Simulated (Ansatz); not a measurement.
Mg₄O₄⁻. The state is a doublet with charge -1. Geometry PBE0-D4/def2-SVPD; atoms count from 1.

```xyz
8

Mg   -1.535    0.167    0.701
Mg   -0.153   -1.062   -1.313
Mg    0.540    1.447    1.685
Mg    2.176   -0.007   -0.700
O    -1.918   -1.017   -0.696
O    -1.251    1.368    2.150
O     0.532    0.280    0.194
O     1.610   -1.176   -2.021
```

The structure comes from a short search, and lower isomers may exist.

Question: Estimate the Mulliken populations from the PBE0/def2-TZVPD orbitals of Ansatz.

Answer: 
| atom | charge (e) | spin (α − β) |
| --- | --- | --- |
| Mg1 | 0.71 | 0.16 |
| Mg2 | 0.71 | 0.16 |
| Mg3 | 0.96 | 0.15 |
| Mg4 | 0.96 | 0.15 |
| O5 | -1.04 | 0.03 |
| O6 | -1.08 | -0.02 |
| O7 | -1.14 | 0.38 |
| O8 | -1.08 | -0.02 |
Mulliken values and Mayer orders depend strongly on the basis. With diffuse functions, as here, like atoms can get unlike values, and bond orders can come out too low or too high.

Question: Where does the spin sit?

Answer: Summed by element: Mg 0.62, O 0.38, of 1 unpaired in all. Largest on single atoms: O7 0.38, Mg2 0.16, Mg1 0.16.

Question: And the Mayer bond orders between bonded heavy atoms (over 0.3)?

Answer: Mg1–O5 0.76 (1.87 Å); Mg1–O6 0.73 (1.90 Å); Mg2–O5 0.76 (1.87 Å); Mg2–O8 0.73 (1.90 Å); Mg3–O6 0.67 (1.85 Å); Mg3–O7 0.77 (1.89 Å); Mg4–O7 0.77 (1.89 Å); Mg4–O8 0.67 (1.85 Å).
